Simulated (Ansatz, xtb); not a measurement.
**Ranking isomers of C2H8F3PSi2**

6 gas-phase structures of C2H8F3PSi2, from a drawn sample of its isomers (lower ones may exist). Each was relaxed with GFN2-xTB; where two conformers were screened, the lower at r2SCAN-D4/def2-SVP//GFN2-xTB is listed:

A. `FC(F)(F)[Si@H](P)C[SiH3]`, a singlet
B. `FC(F)(F)[SiH2]C[SiH2]P`, a singlet
C. `FC(F)(F)C[SiH2]P[SiH3]`, a singlet
D. `FC(F)(F)C[SiH2][SiH2]P`, a singlet
E. `FC(F)(F)[C@@H]([SiH3])[SiH2]P`, a singlet
F. `FC(F)(F)C[Si@H]([SiH3])P`, a singlet

Q: Which do you expect lowest at r2SCAN-D4/def2-SVP//GFN2-xTB, and how would the others follow?

A: Calculated order at r2SCAN-D4/def2-SVP//GFN2-xTB: C (0.000), D (0.180), F (0.195), E (0.347), A (0.374), B (0.392) eV. Less than 1 kcal/mol parts D and F; E and A; A and B, so the order within those pairs means little.

Energies above the lowest of each column, in eV; the last columns are at r2SCAN-D4/def2-SVP geometries (a dash: not run or not comparable):

| structure | GFN2-xTB | HF/STO-3G | r2SCAN-D4/def2-SVP//GFN2-xTB | r2SCAN-D4/def2-SVP | CCSD(T)/def2-SVP + ΔMP2/def2-TZVPP |
| --- | --- | --- | --- | --- | --- |
| C | 0.000 | 0.000 | 0.000 | 0.000 | 0.000 |
| D | 0.560 | 0.087 | 0.180 | 0.141 | 0.250 |
| F | 0.584 | 0.130 | 0.195 | 0.153 | 0.245 |
| E | 0.194 | 0.345 | 0.347 | 0.302 | 0.306 |
| A | 0.877 | 0.113 | 0.374 | 0.353 | 0.307 |
| B | 0.791 | 0.165 | 0.392 | 0.389 | – |

Every level run on C puts it lowest or level with the lowest. CCSD(T)/def2-SVP + ΔMP2/def2-TZVPP orders those it was run on as C (0.000), F (0.245), D (0.250), E (0.306), A (0.307) eV. Less than 1 kcal/mol parts F and D; E and A, so the order within those pairs means little. Flexible structures stand in one conformer each, not always the lowest. Frequencies (GFN2-xTB) were run for A, C, D, E, F alone. The ΔMP2 step shifts differences by up to 0.172 eV, which makes them less sure. ΔMP2 is the change of the MP2 energy from the smaller to the larger basis.

Over these structures GFN2-xTB departs from r2SCAN-D4/def2-SVP//GFN2-xTB by 0.220 eV on average once a common shift is removed. A GFN2-xTB relaxation took about 0.4 s and the r2SCAN-D4/def2-SVP//GFN2-xTB energy about 4.1 s on a shared host (Ansatz 0.2.0, xtb 6.7.1).
